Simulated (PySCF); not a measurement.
Stepwise substitution at one centre (Ga OH-SH). Gas-phase values, no solvent. One relaxed conformer stands for each flexible species; it need not be the lowest. Strings in code marks are SMILES.

The HOMO from two functionals at the same geometries (B3LYP-D3(BJ)/def2-TZVP), both in PySCF: PBE-D3(BJ)/def2-TZVP and B3LYP-D3(BJ)/def2-TZVP. B3LYP has the VWN-RPA correlation part, as in Gaussian. 

| species | PBE-D3(BJ)/def2-TZVP (eV) | B3LYP-D3(BJ)/def2-TZVP (eV) |
|---|---|---|
| 0 of 3 OH replaced by SH | -7.17 | -8.62 |
| 1 of 3 OH replaced by SH (`[OH][Ga]([SH])[OH]`) | -6.58 | -7.62 |
| 2 of 3 OH replaced by SH (`[OH][Ga]([SH])[SH]`) | -6.44 | -7.41 |
| 3 of 3 OH replaced by SH | -6.44 | -7.39 |

Over these rows, drawn at random from the members with no instability flagged (it was tested for open shells, ions and some series alone), PBE minus B3LYP-D3(BJ): mean +1.10 eV, from +0.95 eV to +1.45 eV.
